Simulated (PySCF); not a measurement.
# Stretching NdSi

Set-up: PySCF, spin-free X2C with a Gaussian nucleus, basis sets Nd x2c-SVPall, Si x2c-SVPall. Energies in eV from Nd (4f4 6s2) + Si in their ground configurations at the same level. State: Ms = 3 determinant of mixed spin, about 4.0 electrons in the 4f shell (Mulliken), real f orbitals that mix terms.

All columns are PBE0. A positive dipole means Nd(−)Si(+).

```json
{"R (Å)": "2.501", "E (eV)": "-1.315", "μ (D)": "-3.35", "Mulliken charge on Nd (basis-dependent)": "0.22", "HOMO (eV)": "-3.60", "LUMO (eV)": "-2.08", "Mayer bond order": "1.87", "⟨S²⟩": "12.37"}
{"R (Å)": "2.617", "E (eV)": "-1.626", "μ (D)": "-3.75", "Mulliken charge on Nd (basis-dependent)": "0.24", "HOMO (eV)": "-3.67", "LUMO (eV)": "-1.99", "Mayer bond order": "1.76", "⟨S²⟩": "12.44"}
{"R (Å)": "2.733", "E (eV)": "-1.798", "μ (D)": "-4.11", "Mulliken charge on Nd (basis-dependent)": "0.26", "HOMO (eV)": "-3.75", "LUMO (eV)": "-2.03", "Mayer bond order": "1.66", "⟨S²⟩": "12.49"}
{"R (Å)": "2.821", "E (eV)": "-1.859", "μ (D)": "-4.36", "Mulliken charge on Nd (basis-dependent)": "0.28", "HOMO (eV)": "-3.80", "LUMO (eV)": "-2.07", "Mayer bond order": "1.59", "⟨S²⟩": "12.52"}
{"R (Å)": "2.908", "E (eV)": "-1.874", "μ (D)": "-4.59", "Mulliken charge on Nd (basis-dependent)": "0.29", "HOMO (eV)": "-3.86", "LUMO (eV)": "-2.11", "Mayer bond order": "1.52", "⟨S²⟩": "12.54"}
{"R (Å)": "2.995", "E (eV)": "-1.855", "μ (D)": "-4.81", "Mulliken charge on Nd (basis-dependent)": "0.30", "HOMO (eV)": "-3.92", "LUMO (eV)": "-2.15", "Mayer bond order": "1.46", "⟨S²⟩": "12.56"}
{"R (Å)": "3.112", "E (eV)": "-1.790", "μ (D)": "-5.09", "Mulliken charge on Nd (basis-dependent)": "0.31", "HOMO (eV)": "-3.99", "LUMO (eV)": "-2.21", "Mayer bond order": "1.38", "⟨S²⟩": "12.58"}
{"R (Å)": "3.257", "E (eV)": "-1.666", "μ (D)": "-5.44", "Mulliken charge on Nd (basis-dependent)": "0.32", "HOMO (eV)": "-4.08", "LUMO (eV)": "-2.28", "Mayer bond order": "1.28", "⟨S²⟩": "12.60"}
{"R (Å)": "3.431", "E (eV)": "-1.483", "μ (D)": "-5.84", "Mulliken charge on Nd (basis-dependent)": "0.33", "HOMO (eV)": "-4.18", "LUMO (eV)": "-2.37", "Mayer bond order": "1.19", "⟨S²⟩": "12.60"}
{"R (Å)": "3.664", "E (eV)": "-1.220", "μ (D)": "-6.30", "Mulliken charge on Nd (basis-dependent)": "0.33", "HOMO (eV)": "-4.29", "LUMO (eV)": "-2.48", "Mayer bond order": "1.07", "⟨S²⟩": "12.58"}
```

A fit through these points gives, at Re = 2.900 Å, μ = -4.57 D and dμ/dR = -2.59 D/Å; the reduced mass is 23.37 u.

Q: How strong is the fundamental in the double-harmonic approximation, I = 42.26·(dμ/dR)²/μred km/mol?

A: I = 42.26·(-2.59)²/23.37 = 12.1 km/mol at PBE0.

⟨S²⟩ of the unrestricted solution departs from its pure value on part of the curve, where spin states mix. Spin–orbit coupling is left out, which matters for elements this heavy, above all for dissociation energies. With d or f electrons several states lie close, and the lowest PBE0 determinant need not be the measured ground state.
